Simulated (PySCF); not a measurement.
PySCF input (HF/def2-TZVPD):

```python
from pyscf import gto, scf, dft

mol = gto.M(
    atom='''
    O     2.54337867   -0.20297214   -0.22127023
    C     1.48526247   -0.19671782    0.35406590
    C     0.22251529    0.30545071   -0.21721732
    C    -0.80071793    0.97960813    0.70474372
    C    -1.07115216   -0.36433907    0.17244047
    F    -2.01079431   -0.49614349   -0.81379430
    H     1.40286716   -0.58506376    1.39420051
    H     0.27990607    0.67478841   -1.23219863
    H    -1.34242310    1.80856646    0.27250203
    H    -0.55526505    1.07742978    1.75418328
    H    -1.05041173   -1.23066387    0.82142672
    ''',
    basis='def2-tzvpd',
    charge=0,
    spin=0,
    verbose=4,
)

mf = scf.RHF(mol).density_fit(auxbasis='def2-universal-jkfit')
mf.conv_tol = 1e-9
mf.max_cycle = 100
mf.max_memory = 1500
mf.kernel()
if not mf.converged:
    mf = mf.newton()
    mf.kernel(mf.make_rdm1())
mf.analyze()
```

Output:

```
PySCF version 2.14.0

[INPUT] verbose = 4
[INPUT] num. atoms = 11
[INPUT] num. electrons = 46
[INPUT] charge = 0
[INPUT] spin (= nelec alpha-beta = 2S) = 0
[INPUT] symmetry False subgroup None
[INPUT] Mole.unit = angstrom
[INPUT] Symbol           X                Y                Z      unit          X                Y                Z       unit  Magmom
[INPUT]  1 O      2.543378670000  -0.202972140000  -0.221270230000 AA    4.806289117361  -0.383561755517  -0.418140134220 Bohr   0.0
[INPUT]  2 C      1.485262470000  -0.196717820000   0.354065900000 AA    2.806739291395  -0.371742803621   0.669087581048 Bohr   0.0
[INPUT]  3 C      0.222515290000   0.305450710000  -0.217217320000 AA    0.420492956628   0.577218186454  -0.410481244312 Bohr   0.0
[INPUT]  4 C     -0.800717930000   0.979608130000   0.704743720000 AA   -1.513137590729   1.851191075097   1.331772618807 Bohr   0.0
[INPUT]  5 C     -1.071152160000  -0.364339070000   0.172440470000 AA   -2.024184220136  -0.688501058779   0.325865261091 Bohr   0.0
[INPUT]  6 F     -2.010794310000  -0.496143490000  -0.813794300000 AA   -3.799850538734  -0.937575314586  -1.537848348732 Bohr   0.0
[INPUT]  7 H      1.402867160000  -0.585063760000   1.394200510000 AA    2.651034721546  -1.105610271808   2.634657126629 Bohr   0.0
[INPUT]  8 H      0.279906070000   0.674788410000  -1.232198630000 AA    0.528945812903   1.275165286931  -2.328517941764 Bohr   0.0
[INPUT]  9 H     -1.342423100000   1.808566460000   0.272502030000 AA   -2.536812002290   3.417695287474   0.514954205088 Bohr   0.0
[INPUT] 10 H     -0.555265050000   1.077429780000   1.754183280000 AA   -1.049298871043   2.036047202650   3.314925971491 Bohr   0.0
[INPUT] 11 H     -1.050411730000  -1.230663870000   0.821426720000 AA   -1.984990487731  -2.325617665697   1.552271532200 Bohr   0.0

nuclear repulsion = 223.431904016659
number of shells = 105
number of NR pGTOs = 373
number of NR cGTOs = 273
basis = def2-tzvpd
ecp = {}

******** <class 'pyscf.df.df_jk.DFRHF'> ********
method = DFRHF
initial guess = minao
damping factor = 0
level_shift factor = 0
DIIS = <class 'pyscf.scf.diis.CDIIS'>
diis_start_cycle = 1
diis_space = 8
diis_damp = 0
SCF conv_tol = 1e-09
SCF conv_tol_grad = None
SCF max_cycles = 100
direct_scf = False
Set gradient conv threshold to 3.16228e-05
Initial guess from minao.
******** <class 'pyscf.df.df.DF'> ********
auxbasis = def2-universal-jkfit
init E= -330.087795558473
  HOMO = -0.277861631777285  LUMO = 0.000620425132101587  gap/eV = 7.57788
cycle= 1 E= -328.567264561567  delta_E= 1.52  |g|= 0.908  |ddm|= 2.98
  HOMO = -0.338412375338553  LUMO = 0.0421587919003368  gap/eV = 10.35587
cycle= 2 E= -328.665307775332  delta_E= -0.098  |g|= 0.747  |ddm|= 1.47
  HOMO = -0.429172449885972  LUMO = 0.0600937824215304  gap/eV = 13.31361
cycle= 3 E= -328.762987159008  delta_E= -0.0977  |g|= 0.0868  |ddm|= 0.571
  HOMO = -0.419803321455809  LUMO = 0.06315930317695  gap/eV = 13.14208
cycle= 4 E= -328.765834969124  delta_E= -0.00285  |g|= 0.0357  |ddm|= 0.191
  HOMO = -0.427402329087708  LUMO = 0.0632447210515511  gap/eV = 13.35119
cycle= 5 E= -328.766269314216  delta_E= -0.000434  |g|= 0.0117  |ddm|= 0.0705
  HOMO = -0.428560156533195  LUMO = 0.0632238620074168  gap/eV = 13.38212
cycle= 6 E= -328.766350869717  delta_E= -8.16e-05  |g|= 0.00595  |ddm|= 0.0282
  HOMO = -0.429201682464837  LUMO = 0.0633118805617126  gap/eV = 13.40198
[...]
cycle= 12 E= -328.76637658554  delta_E= -9.5e-11  |g|= 6.22e-06  |ddm|= 4.48e-05
  HOMO = -0.42972996830285  LUMO = 0.0633866289309934  gap/eV = 13.41839
Extra cycle  E= -328.766376585559  delta_E= -1.84e-11  |g|= 4.15e-06  |ddm|= 1.66e-05
converged SCF energy = -328.766376585559
**** SCF Summaries ****
Total Energy =                        -328.766376585558646
Nuclear Repulsion Energy =             223.431904016658763
One-electron Energy =                 -893.459784560615390
Two-electron Energy =                  341.261503958397896
Two-electron Coulomb Energy =          382.143326791166430
DFT Exchange-Correlation Energy =      -40.881822832768535
HOMO-LUMO gap [eV] =                    13.418386080198980
**** MO energy ****
MO #1   energy= -26.3056272959551  occ= 2
MO #2   energy= -20.5632153291147  occ= 2
MO #3   energy= -11.345716266257   occ= 2
MO #4   energy= -11.3440611574083  occ= 2
MO #5   energy= -11.2676430578515  occ= 2
MO #6   energy= -11.2644786295587  occ= 2
MO #7   energy= -1.61887242680795  occ= 2
MO #8   energy= -1.40332713918647  occ= 2
MO #9   energy= -1.1880299287219   occ= 2
MO #10  energy= -0.936086339962468 occ= 2
MO #11  energy= -0.8701070052423   occ= 2
MO #12  energy= -0.815099584025646 occ= 2
MO #13  energy= -0.737642109570568 occ= 2
MO #14  energy= -0.727390526696217 occ= 2
MO #15  energy= -0.693256613693954 occ= 2
MO #16  energy= -0.651581370763281 occ= 2
MO #17  energy= -0.649059595959742 occ= 2
MO #18  energy= -0.603449374586617 occ= 2
MO #19  energy= -0.579693400293216 occ= 2
MO #20  energy= -0.55238430065571  occ= 2
MO #21  energy= -0.47946441146259  occ= 2
MO #22  energy= -0.442472803514523 occ= 2
MO #23  energy= -0.42972996830285  occ= 2
MO #24  energy= 0.0633866289309934 occ= 0
MO #25  energy= 0.0740253975757564 occ= 0
MO #26  energy= 0.0813225482439699 occ= 0
MO #27  energy= 0.0859204988644534 occ= 0
MO #28  energy= 0.114680771636309  occ= 0
MO #29  energy= 0.124630291255157  occ= 0
MO #30  energy= 0.128203886136897  occ= 0
MO #31  energy= 0.129544509765681  occ= 0
MO #32  energy= 0.141200202472117  occ= 0
MO #33  energy= 0.148971003069524  occ= 0
MO #34  energy= 0.171090404841026  occ= 0
MO #35  energy= 0.180906963090648  occ= 0
MO #36  energy= 0.187120974512673  occ= 0
MO #37  energy= 0.19353187407734   occ= 0
MO #38  energy= 0.206192657519718  occ= 0
MO #39  energy= 0.212660268859086  occ= 0
MO #40  energy= 0.227419494215748  occ= 0
MO #41  energy= 0.247064286814862  occ= 0
MO #42  energy= 0.257565195046079  occ= 0
MO #43  energy= 0.259681017528056  occ= 0
MO #44  energy= 0.275922131353236  occ= 0
MO #45  energy= 0.288612298891741  occ= 0
MO #46  energy= 0.292220760264262  occ= 0
MO #47  energy= 0.300128866453638  occ= 0
MO #48  energy= 0.319732078710193  occ= 0
MO #49  energy= 0.333725078730065  occ= 0
MO #50  energy= 0.336150561732446  occ= 0
MO #51  energy= 0.349585077893941  occ= 0
MO #52  energy= 0.353748056131198  occ= 0
MO #53  energy= 0.360010141078009  occ= 0
MO #54  energy= 0.364188339394522  occ= 0
MO #55  energy= 0.37596160849046   occ= 0
MO #56  energy= 0.382350567179567  occ= 0
MO #57  energy= 0.387551857255719  occ= 0
MO #58  energy= 0.398302745757358  occ= 0
MO #59  energy= 0.403177469699258  occ= 0
MO #60  energy= 0.411401423112077  occ= 0
MO #61  energy= 0.431243095030922  occ= 0
MO #62  energy= 0.438682786222539  occ= 0
MO #63  energy= 0.449429339164596  occ= 0
MO #64  energy= 0.456755350787012  occ= 0
MO #65  energy= 0.463221128255807  occ= 0
MO #66  energy= 0.466579659046651  occ= 0
MO #67  energy= 0.47410978138407   occ= 0
MO #68  energy= 0.477540518202894  occ= 0
MO #69  energy= 0.496747762767974  occ= 0
MO #70  energy= 0.501248005830486  occ= 0
MO #71  energy= 0.504929419344541  occ= 0
MO #72  energy= 0.508398181709018  occ= 0
MO #73  energy= 0.513141288541208  occ= 0
MO #74  energy= 0.52390350783482   occ= 0
MO #75  energy= 0.53012828234916   occ= 0
MO #76  energy= 0.546077461591792  occ= 0
MO #77  energy= 0.559332580459737  occ= 0
MO #78  energy= 0.572557093610809  occ= 0
MO #79  energy= 0.575786686030383  occ= 0
MO #80  energy= 0.59594740769205   occ= 0
MO #81  energy= 0.602295088050867  occ= 0
MO #82  energy= 0.614025210548552  occ= 0
MO #83  energy= 0.622974492742927  occ= 0
MO #84  energy= 0.630455063452663  occ= 0
MO #85  energy= 0.659764702214328  occ= 0
MO #86  energy= 0.689064160077976  occ= 0
MO #87  energy= 0.697404768292106  occ= 0
MO #88  energy= 0.710711572217962  occ= 0
MO #89  energy= 0.714518881820627  occ= 0
MO #90  energy= 0.725815875159112  occ= 0
MO #91  energy= 0.738957339570353  occ= 0
MO #92  energy= 0.762822636848118  occ= 0
MO #93  energy= 0.780836988117314  occ= 0
MO #94  energy= 0.786191460995075  occ= 0
MO #95  energy= 0.788312783201867  occ= 0
MO #96  energy= 0.803282266036122  occ= 0
MO #97  energy= 0.807812897475261  occ= 0
MO #98  energy= 0.8230712257208    occ= 0
MO #99  energy= 0.841752099691284  occ= 0
MO #100 energy= 0.843403203813428  occ= 0
MO #101 energy= 0.853100954033811  occ= 0
MO #102 energy= 0.863683145755471  occ= 0
MO #103 energy= 0.865059206192694  occ= 0
MO #104 energy= 0.877125157668155  occ= 0
MO #105 energy= 0.888563042548198  occ= 0
MO #106 energy= 0.901736679921085  occ= 0
MO #107 energy= 0.912455135853005  occ= 0
[...]
```
